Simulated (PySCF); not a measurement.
A side-by-side comparison of computed properties.

First species: C2H13FSSi4.
InChI=1S/C2H13FSSi4/c3-1-8(6,7)2-4-5/h1-2H2,5-7H3

Second species: C7H13N3.
SMILES: `CCc1nnn(CC)c1C`

Levels: PBE0/pcSseg-1 for dipole moment, HOMO energy, LUMO energy and HOMO–LUMO gap; GFN2-xTB for rotational constant A and rotational constant C. Geometries: GFN2-xTB. Each structure is a single optimised conformer of the isolated species, non-relativistic unless stated; the electronic structure was computed with PySCF and density fitting.

The conformers computed, where there is a choice (atom-mapped SMILES and torsion angles):
- `[F:1][CH2:2][Si:3]([SiH3:4])([SiH3:5])[CH2:6][S:7][SiH3:8]`: F1–C2–Si3–Si4 -176°, C2–Si3–C6–S7 -179°, Si3–C6–S7–Si8 180°
- `[CH3:1][CH2:2][c:3]1[n:4][n:5][n:6]([CH2:7][CH3:8])[c:9]1[CH3:10]`: C1–C2–C3–N4 99°, N5–N6–C7–C8 -100°

| property | column X | column Y |
| --- | --- | --- |
| dipole moment | 1.44 D | 4.86 D |
| HOMO energy | -6.98 eV | -6.79 eV |
| LUMO energy | -0.75 eV | 0.30 eV |
| HOMO–LUMO gap | 6.23 eV | 7.09 eV |
| rotational constant A | 0.915 GHz | 2.416 GHz |
| rotational constant C | 0.418 GHz | 0.769 GHz |

Which column belongs to which species?

Column X is the first species and column Y the second. The first has 21 atoms and 106 electrons, the second 23 and 76.

How does each property change from the first species to the second?

dipole moment +3.42 D; HOMO energy +0.19 eV; LUMO energy +1.05 eV; HOMO–LUMO gap +0.86 eV; rotational constant A +1.501 GHz; rotational constant C +0.351 GHz.

On the first: A dipole of 1.44 D is allowed in C1, and pure rotational transitions are dipole-allowed. The dipole matches unit charges of opposite sign 0.30 Å apart (1 e·Å = 4.8032 D).

On the second: The dipole equals about 16.2 × 10⁻³⁰ C·m (1 D = 3.33564 × 10⁻³⁰ C·m).
